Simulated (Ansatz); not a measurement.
Coupled-cluster run, GeH$_{7}$NSi, SMILES `[SiH3][NH][GeH3]`.

```yaml
crystal:
  periodic: [false, false, false]
  atoms:
    - {symbol: Si, position_ang: [-1.146787, 0.522250, -0.945597]}
    - {symbol: N, position_ang: [0.461357, 0.319059, -0.375660]}
    - {symbol: Ge, position_ang: [1.020062, -0.675791, 1.066217]}
    - {symbol: H, position_ang: [-1.923733, -0.668457, -0.512929]}
    - {symbol: H, position_ang: [-1.160247, 0.627163, -2.430535]}
    - {symbol: H, position_ang: [-1.835465, 1.735844, -0.416073]}
    - {symbol: H, position_ang: [1.159104, 0.952931, -0.736542]}
    - {symbol: H, position_ang: [-0.018890, -1.787371, 1.262444]}
    - {symbol: H, position_ang: [1.119882, 0.180441, 2.345620]}
    - {symbol: H, position_ang: [2.407818, -1.257169, 0.745853]}
basis:
  gaussian: {orbitals: def2-SVP}
correlation: {method: ccsd_t}
```

```sh
$ ansatz run in.yaml --threads 2 --pin off --events-out ev --progress --plain
```

Output of Ansatz, abridged:

```
Functional definition: HF
983 factors; integrals over basis functions are off by at most 1.5e-3 eV
mean field evaluation 1: about -65915.7627 eV, gradient 3.0e1 eV
mean field evaluation 2: about -65915.7868 eV, gradient 3.0e1 eV
mean field evaluation 4: about -65918.1187 eV, gradient 2.9e0 eV
mean field evaluation 8: about -65918.1513 eV, gradient 2.6e-4 eV
mean field -65918.15127155 eV, -2422.4473783018 hartree, gradient 1.2e-6 eV, S^2 0.000000; 0 other end points of the search recorded, 0 dependent functions left out
15 core orbitals not correlated: weight in the atoms' cores, before any rotation towards them, 1.000 or more for the frozen orbitals, at most 0.000 for the correlated occupied ones
reference -65918.15127155 eV, -2422.4473783018 hartree; 15, 15 occupied and 69, 69 virtual orbitals, 983 factors
second order -13.90303804 eV of doubles, -0.00000000 eV of singles
cycle   1  -14.39677003 eV  change   -4.9e-1 eV  update   9.3e-2
cycle   2  -14.92155062 eV  change   -5.2e-1 eV  update   2.8e-2
cycle   3  -14.98952306 eV  change   -6.8e-2 eV  update   1.2e-2
cycle   4  -14.98425317 eV  change    5.3e-3 eV  update   2.6e-3
cycle   5  -14.98474834 eV  change   -5.0e-4 eV  update   8.3e-4
cycle   6  -14.98436766 eV  change    3.8e-4 eV  update   2.3e-4
cycle   7  -14.98434377 eV  change    2.4e-5 eV  update   7.9e-5
cycle   8  -14.98434540 eV  change   -1.6e-6 eV  update   2.8e-5
perturbative correction -0.38777189 eV, -0.0142503542 hartree
Total energy: -65933.52338884 eV, -2423.0122931926 hartree
```

It took 5.5 s on 2 threads of a server CPU on a shared host, with 0.38 GiB of host memory at the peak.

Correlation energy per correlated electron: -0.512 eV. T1 diagnostic: 0.0103.
